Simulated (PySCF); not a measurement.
## Polarisability and C₆ of Xe³⁰⁺ (xenon, charge +30)

[Ar] 3d6, high-spin 5D determinant. All numbers are calculated (PySCF 2.14, the spin-free X2C one-electron Hamiltonian (Gaussian nucleus), in an uncontracted even-tempered set (18 s from 4.4 bohr⁻², ratio 2.5; 12 p from 5.7 bohr⁻², ratio 2.5; 8 d from 5.7 bohr⁻², ratio 2.5; 4 f from 23 bohr⁻², ratio 2.7; 3 g from 35 bohr⁻², ratio 2.7)). Coupled (time-dependent) response in atomic units; α is the mean over directions.

| method | mean α (bohr³) | α xx, yy, zz | C₆ (like pair) | S(−4) |
| --- | --- | --- | --- | --- |
| PBE0 | 0.01138 | 0.01078, 0.01078, 0.01259 | 0.002160 | 6.991e-05 |

S(−4) is the Cauchy moment in α(ω) = α(0) + S(−4) ω² + …

Spin-orbit coupling is absent.

α(iu) at PBE0:

```csv
u (hartree),α(iu) (bohr³)
0,0.01138
2.00,0.01112
4.00,0.01043
8.00,0.008724
12.0,0.007359
16.0,0.006404
20.0,0.005707
30.0,0.004500
40.0,0.003645
60.0,0.002474
100,0.001289
```

For an ion, C₆ is the dispersion term alone; charge-induced terms of lower order in 1/R come first.

The components differ because the open shell of this determinant is not spherical; for a pure term their mean is the scalar polarisability.

Spin-orbit coupling, absent here, splits the open shell strongly.
